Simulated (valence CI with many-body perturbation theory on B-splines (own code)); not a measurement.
## Pt38+ in brief

Method: configuration interaction combined with many-body perturbation theory (CI+MBPT): four valence electrons over a frozen Dirac-Fock core [Kr], radial functions for each j: 7 s, 7 p, 8 d, 6 f, 4 g, 1 h, with the one-electron correlation potential Σ1, the two-electron term Σ2, the three-electron term Σ3, Breit, model QED; selected CI, second order for the rest, scaled by the run's own slope (own B-spline code, finite nucleus).

No measured spectrum was set against this ion. As an estimate, large intervals hold to a few tenths of a per cent, small ones and those within an open d or f shell to about a per cent. Only levels of the ground parity were solved; by the run's estimate the other parity begins above the list, which can be wrong where configurations are misplaced.

Levels are named by their leading jj configuration (3d3/2^4 stands for four electrons in 3d with j = 3/2), which in mixed levels can hold well under half, so a name can repeat and another be missing.

Rates and lifetimes use the calculated energies. Strong lines usually hold to 10 to 20 %, long lifetimes can be off by a factor of two.

Problem. What is the ground level?

Solution. (4d3/2^4) J=0, composition 59 % 4d4 3P + 28 % 4d4 5D + 13 % 4d4 1S.

Problem. Name the longest-lived excited levels whose lifetime is computed, and their main decay.

Solution. (4d3/2^2 4d5/2^2) J=6 at 400830 cm⁻¹ lives 38.6 ms, mostly by M1 to (4d3/2^2 4d5/2^2) J=5. The lifetime of (4d3/2^3 4d5/2) J=4 is too uncertain to give, and may be longer.

Problem. How well does LS coupling describe the low levels?

Solution. Among the lowest 20 levels the leading LS term, summed over configurations, holds 48 % on average. For single configurations the figures are 48 % in LS and 95 % in jj coupling. Terms mix most in the J = 4 level at 206240 cm⁻¹, where the leading one holds 28 %.

Problem. What is the ionisation energy?

Solution. 1764.9 eV; NIST lists 1763 ± 4 eV (theoretical).
